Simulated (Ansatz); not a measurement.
Ga₁₀Sb₁₀H₂₈⁻, a nanocrystal cut from zinc blende GaSb (hydrogen-capped). The state is a doublet with charge -1. Geometry PBE-D4/def2-SVP, that of the neutral singlet; atoms count from 1.

```xyz
48

Ga    0.397   -5.075    0.651
Ga   -0.440   -0.909   -5.127
Ga   -2.564    2.546   -2.228
Ga   -0.765   -2.106    3.909
Ga   -2.451    2.097    2.447
Ga   -0.852   -0.795   -0.247
Ga    3.096   -1.580   -1.483
Ga    1.668    2.309   -1.943
Ga    2.024    1.312    2.122
Ga   -0.018    5.237    0.854
Sb   -1.119   -1.894   -2.684
Sb   -1.025   -2.891    1.391
Sb    2.681   -3.734    0.101
Sb   -2.729    1.035    0.027
Sb    1.118    1.151   -4.330
Sb   -0.380    3.906   -1.470
Sb   -2.502   -0.067    4.072
Sb    1.528   -0.715    3.852
Sb    0.026    3.045    2.473
Sb    1.569    0.245   -0.250
H     0.621   -5.977    1.925
H    -0.192   -5.551   -0.733
H     0.483   -2.000   -5.790
H    -1.773   -0.299   -5.701
H    -3.855    3.437   -2.367
H    -2.096    1.476   -3.311
H    -0.869   -3.147    5.089
H    -3.575    3.098    2.923
H     2.276   -1.867   -2.816
H     4.629   -1.218   -1.450
H     3.128    2.915   -2.007
H     3.458    1.891    2.441
H    -1.342    6.002    1.247
H     1.436    5.848    0.835
H    -2.762   -2.403   -2.722
H    -0.461   -3.467   -2.484
H    -2.698   -3.298    1.330
H     3.867   -4.935   -0.232
H     3.332   -3.300    1.633
H    -4.183    0.114    0.101
H     0.669    2.464   -5.343
H     2.646    0.885   -5.069
H    -0.182    5.101   -2.694
H    -4.059   -0.791    4.021
H    -2.590    0.437    5.714
H     1.848   -0.240    5.473
H     2.784   -1.884    3.752
H     0.198    3.591    4.098
```

In the def2 sets Sb takes a core potential; there is no spin–orbit coupling. Single mean-field runs in def2-TZVP are fitted with def2-universal-jkfit.

**Question.** Estimate the Mulliken populations of the heavy atoms from the PBE0/def2-TZVP orbitals of Ansatz.

**Answer.** 
```
atom  charge (e)  spin (α − β)
 Ga1        0.08         -0.01
 Ga2        0.07          0.04
 Ga3        0.12          0.00
 Ga4        0.14          0.00
 Ga5        0.11          0.00
 Ga6       -0.07          0.06
 Ga7        0.10         -0.01
 Ga8        0.07          0.07
 Ga9        0.16         -0.03
Ga10        0.10          0.02
Sb11        0.03          0.03
Sb12       -0.11          0.10
Sb13       -0.04          0.06
Sb14       -0.09          0.05
Sb15        0.01          0.01
Sb16       -0.14          0.02
Sb17       -0.03          0.04
Sb18       -0.10          0.14
Sb19       -0.17          0.02
Sb20       -0.24          0.10
```
Mulliken values depend strongly on the basis.

**Question.** Where does the spin sit?

**Answer.** Summed by element: Ga 0.13, Sb 0.57, H 0.30, of 1 unpaired in all. Largest on single atoms: Sb18 0.14, Sb12 0.10, Sb20 0.10.

**Question.** And the Mayer bond orders between heavy atoms (over 0.3)?

**Answer.** Ga1–Sb12 0.69 (2.71 Å); Ga1–Sb13 0.71 (2.71 Å); Ga2–Sb11 0.67 (2.72 Å); Ga2–Sb15 0.70 (2.70 Å); Ga3–Sb14 0.66 (2.72 Å); Ga3–Sb16 0.75 (2.68 Å); Ga4–Sb12 0.81 (2.65 Å); Ga4–Sb17 0.69 (2.68 Å); Ga4–Sb18 0.75 (2.68 Å); Ga5–Sb14 0.78 (2.66 Å); Ga5–Sb17 0.69 (2.71 Å); Ga5–Sb19 0.81 (2.65 Å); Ga6–Sb11 0.72 (2.69 Å); Ga6–Sb12 0.81 (2.67 Å); Ga6–Sb14 0.81 (2.64 Å); Ga6–Sb20 0.85 (2.64 Å); Ga7–Sb13 0.70 (2.71 Å); Ga7–Sb20 0.72 (2.68 Å); Ga8–Sb15 0.68 (2.71 Å); Ga8–Sb16 0.81 (2.64 Å); Ga8–Sb20 0.72 (2.67 Å); Ga9–Sb18 0.69 (2.71 Å); Ga9–Sb19 0.76 (2.67 Å); Ga9–Sb20 0.79 (2.64 Å); Ga10–Sb16 0.70 (2.70 Å); Ga10–Sb19 0.67 (2.73 Å).
